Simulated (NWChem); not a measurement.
Program: NWChem. System: AlBrF$_{2}$, charge 0, spin multiplicity 1, at a geometry optimised with PBE/def2-SVP. The structure started from a generated list of species. Level: G0W0@PBE0/def2-SVP, RI basis def2-svp-rifit.

Input file:

```
start mol
memory heap 200 mb stack 700 mb global 1700 mb
geometry units angstroms nocenter noautoz
  Al     0.000000     0.000000     0.952465
  F     -1.429467     0.000000     1.801789
  F      1.429467     0.000000     1.801789
  Br     0.000000     0.000000    -1.280407
  symmetry group C2v
end
basis spherical
  * library def2-svp
end
basis "ri basis" bse spherical
  * library def2-svp-rifit
end
dft
  xc pbe0
  iterations 100
  direct
  tolerances tight
end
task dft energy
gw
  states alpha occ 4 vir 2
end
task dft gw
```

NWChem printed:

```
             Northwest Computational Chemistry Package (NWChem) 7.3.0
             --------------------------------------------------------

                                NWChem Input Module
                                -------------------

 Scaling coordinates for geometry "geometry" by  1.889725989
 (inverse scale =  0.529177249)

 Turning off AUTOSYM since
 SYMMETRY directive was detected!

                             Geometry "geometry" -> ""
                             -------------------------

 Output coordinates in angstroms (scale by  1.889725989 to convert to a.u.)

  No.       Tag          Charge          X              Y              Z
 ---- ---------------- ---------- -------------- -------------- --------------
    1 Al                  13.0000     0.00000000     0.00000000     0.95246500
    2 F                    9.0000    -1.42946700     0.00000000     1.80178900
    3 F                    9.0000     1.42946700     0.00000000     1.80178900
    4 Br                  35.0000     0.00000000     0.00000000    -1.28040700

 Effective nuclear repulsion energy (a.u.)     295.4209759598

            Nuclear Dipole moment (a.u.)
            ----------------------------
        X                 Y               Z
 ---------------- ---------------- ----------------
     0.0000000000     0.0000000000     0.0000037795

      Symmetry information
      --------------------

 Group name             C2v
 Group number             16
 Group order               4
 No. of unique centers     3

      Symmetry unique atoms

     1    2    4


 Summary of "ao basis" -> "" (spherical)
 ------------------------------------------------------------------------------
       Tag                 Description            Shells   Functions and Types
 ---------------- ------------------------------  ------  ---------------------
 *                          def2-svp                  on all atoms

 new library libraries.bse/

 Summary of "ri basis" -> "" (spherical)
 ------------------------------------------------------------------------------
       Tag                 Description            Shells   Functions and Types
[...]
           0.000000000000           0.000000000000         277.263666657252

     Multipole analysis of the density
     ---------------------------------

     L   x y z        total         alpha         beta         nuclear
     -   - - -        -----         -----         ----         -------
     0   0 0 0     -0.000000    -33.000000    -33.000000     66.000000

     1   1 0 0     -0.000000     -0.000000     -0.000000      0.000000
     1   0 1 0     -0.000000     -0.000000     -0.000000      0.000000
     1   0 0 1     -0.268968     -0.134486     -0.134486      0.000004

     2   2 0 0    -33.267280    -82.306881    -82.306881    131.346482
     2   1 1 0      0.000000      0.000000      0.000000      0.000000
     2   1 0 1      0.000000      0.000000      0.000000      0.000000
     2   0 2 0    -26.190977    -13.095489    -13.095489      0.000000
     2   0 1 1      0.000000      0.000000      0.000000      0.000000
     2   0 0 2    -32.175652   -243.939446   -243.939446    455.703239

 Task  times  cpu:        2.3s     wall:        2.3s

                                NWChem Input Module
                                -------------------

                                 NWChem GW Module
                                 ----------------

                             ***********************
                             ***        GW       ***
                             ***********************

 Summary of "ri basis" -> "ri basis" (spherical)
 ------------------------------------------------------------------------------
       Tag                 Description            Shells   Functions and Types
 ---------------- ------------------------------  ------  ---------------------
 Al                      def2-svp-rifit             20       62   8s5p5d2f
 F                       def2-svp-rifit             16       48   6s5p4d1f
 Br                      def2-svp-rifit             33      127   10s9p7d4f3g

                 Memory Information
                 ------------------
          Available GA per process is          1700.0 MBs
          Available stack per process is        700.0 MBs
          Available heap per process is           0.0 MBs

          Peak memory in Initialization
              Peak GA per process is                  6.5 MBs
              Peak stack per process is               0.0 MBs
              Peak heap per process is                6.9 MBs
              Memory not in MA per process            0.0 MBs

          Peak memory in AFF Calculation
              Peak GA per process is                 25.8 MBs
              Peak stack per process is              16.8 MBs
              Peak heap per process is                0.0 MBs
              Memory not in MA per process           16.8 MBs

          Computing 2-center integrals
          Computing Inverse Cholesky factor
          Computing 3-center integrals
          Computing V_xc ...

          Computing Sigma_x
          Computing RPA polarizability
          Solving quasiparticle equations

                  Alpha Orbitals
          State     Energy (eV)     Error (eV)
          -----------------------------------
@GW        30        -14.017           0.002
@GW        31        -12.889           0.004
@GW        32        -11.216           0.004
@GW        33        -11.057           0.004
@GW        34          1.104           0.002
@GW        35          1.839           0.002

   Applying  -1.8995 eV scissor-shift to rest of particle states

   Applying   2.5523 eV scissor-shift to rest of hole states

     GW Timing Statistics
   ------------------------
   Init.   :          0.0s
     ERIs  :          0.3s
     Distr.:          0.0s
     Vxc   :          0.3s
   Sigma_x :          0.0s
   RPA     :          0.6s
   Wmn     :          0.0s
   Sigma_c :          0.0s
   GW total:          1.2s

 Task  times  cpu:        1.2s     wall:        1.2s

 Total times  cpu:        3.6s     wall:        3.6s
```
